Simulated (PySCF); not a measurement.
Gas-phase XPS of `COc1ccsc1`, computed

Species: C5H6OS.
SMILES with atom numbers: `[CH3:1][O:2][c:3]1[cH:4][cH:5][s:6][cH:7]1`

Cartesian coordinates in Å at the PBE0-D3(BJ)/def2-SVP level; atoms count from 1:
```
atom  x, y, z in Å
C1     1.9894   -0.2633   -0.2665
O2     0.8604    0.5580   -0.3605
C3    -0.3370   -0.0424   -0.2487
C4    -1.5290    0.7439   -0.3095
C5    -2.6542   -0.0193   -0.1777
S6    -2.2860   -1.6842    0.0205
C7    -0.5919   -1.3844   -0.0727
H8     2.0100   -1.0181   -1.0734
H9     2.0295   -0.7863    0.7062
H10    2.8694    0.3853   -0.3608
H11   -1.5184    1.8254   -0.4438
H12   -3.6908    0.3141   -0.1859
H13    0.1139   -2.2074    0.0075
```

Method used: PySCF, delta-SCF UKS SCAN, pcX-2 on the ionised atom, pcseg-1 elsewhere, spin-free X2C. Each binding energy is the total energy of the core-ionised species, with the hole localised on one atom, minus that of the ground state; both are solved self-consistently, so orbital relaxation is included.

Question: What binding energy does each computed site have?

Answer: 
```
atom(s)                                                     bonded to  level  binding energy (eV)  above the level's lowest (eV)  count
     C1                                                     O and 3 H   C 1s               292.55                          +2.34      1
     O2                                                           2 C   O 1s               539.03                           0.00      1
     C3                            O and 2 C (aromatic in the SMILES)   C 1s               291.90                          +1.69      1
     C4                            2 C (aromatic in the SMILES) and H   C 1s               290.21                           0.00      1
     C5  S (aromatic in the SMILES), C (aromatic in the SMILES) and H   C 1s               290.64                          +0.43      1
     S6                                  2 C (aromatic in the SMILES)   S 1s              2477.75                           0.00      1
     C7  S (aromatic in the SMILES), C (aromatic in the SMILES) and H   C 1s               290.33                          +0.12      1
```

The listed C 1s values span 2.34 eV, from C4 (bonded to 2 C (aromatic in the SMILES) and H) to C1 (bonded to O and 3 H). The widest gap between neighbouring values is 1.26 eV, between 290.64 and 291.90 eV.

Question: Which photon energy gives electrons from C 1s of C1 a kinetic energy of 200 eV, and what is their de Broglie wavelength?

Answer: hν = 292.55 + 200 = 492.55 eV, recoil neglected; λ = 12.264 Å/√(E/eV) = 0.87 Å.

Question: Which effective nuclear charge Zeff reproduces each element's mean 1s value in the hydrogen-like formula E = 13.606 eV × Zeff²?

Answer: C (Z = 6): mean 291.1 eV, Zeff = 4.63, Z − Zeff = 1.37; O (Z = 8): mean 539.0 eV, Zeff = 6.29, Z − Zeff = 1.71; S (Z = 16): mean 2477.7 eV, Zeff = 13.49, Z − Zeff = 2.51. Means run over the listed sites, weighted by atom count.

Not every level is listed. The structure is a single PBE0-D3(BJ)/def2-SVP conformer in the gas phase; no vibrational or solvent corrections.

Hardware: one thread, x86-64 server, on a shared host. Cost: 95 s of wall time.
